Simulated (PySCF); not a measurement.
Compound: C6H11NSi2.
Z-matrix (Å and degrees, PBE0-D3(BJ)/def2-SVP geometry), rows numbered from 1:
```
Si
N   1  1.7646
Si  2  1.7646  1  121.06
C   2  1.4096  1  119.45  3  -179.56
C   4  1.4055  2  121.14  1   -21.66
C   5  1.3915  4  120.93  2   179.68
C   6  1.3935  5  120.72  4     0.53
C   7  1.3935  6  118.89  5    -0.25
C   8  1.3915  7  120.66  6    -0.29
H   1  1.4894  2  106.95  3    12.53
H   1  1.4925  2  109.71  3   132.36
H   1  1.4962  2  112.77  3  -106.94
H   3  1.4893  2  106.97  1    13.28
H   3  1.4924  2  109.74  1   133.13
H   3  1.4963  2  112.75  1  -106.17
H   5  1.0933  4  120.05  2    -1.49
H   6  1.0928  5  119.14  4   179.98
H   7  1.0918  6  120.55  5   179.74
H   8  1.0928  7  120.16  6  -179.69
H   9  1.0933  4  120.00  2    -1.40
```

IAO charges (e) from the PBE0/pcSseg-1 density (PySCF), one withheld:

```csv
atom,bonded to,charge
Si1,N2 H10 H11 H12,+0.7055
N2,Si1 Si3 C4,?
Si3,N2 H13 H14 H15,+0.7052
C4,N2 C5 C9,+0.1131
C5,C4 C6 H16,-0.1915
C6,C5 C7 H17,-0.1374
C7,C6 C8 H18,-0.1728
C8,C7 C9 H19,-0.1374
C9,C8 C4 H20,-0.1914
H10,Si1,-0.1106
H11,Si1,-0.1175
H12,Si1,-0.1346
H13,Si3,-0.1105
H14,Si3,-0.1174
H15,Si3,-0.1348
H16,C5,+0.1451
H17,C6,+0.1524
H18,C7,+0.1505
H19,C8,+0.1525
H20,C9,+0.1450
```

**Question.** What is the charge on N2?

**Answer.** The charges add up to the total charge, 0. The others sum to +0.7134, which leaves -0.7134 e for N2 (nitrogen bridging silicon atoms); the computed value is -0.7132, the difference coming from rounding.

**Question.** Add each hydrogen's charge to the atom that carries it.

**Answer.** Si1 +0.3428, Si3 +0.3425, C5 -0.0464, C6 +0.0150, C7 -0.0223, C8 +0.0151, C9 -0.0464. Atoms without hydrogen keep their charges.

**Question.** Across which bond do the charges differ most?

**Answer.** Si1–N2: +0.7055 on Si1 against -0.7132 on N2, a difference of 1.4187 e (N2–Si3 within 0.003 e of it). The lower charge is on the more electronegative element of the two (Pauling values: N 3.04, Si 1.90).

**Question.** Take the bonds between elements whose Pauling electronegativities differ by more than 0.25. In how many does the more electronegative atom carry the lower charge?

**Answer.** In 14 of 14.

**Question.** How much positive and how much negative charge does this set hold in all?

**Answer.** +2.2693 e on 8 atoms and -2.2691 e on 12.

The IAO scheme projects the occupied orbitals on a minimal set of polarised atomic orbitals and counts the electrons in each atom's part of it. Isolated species at its PBE0-D3(BJ)/def2-SVP geometry, gas phase.
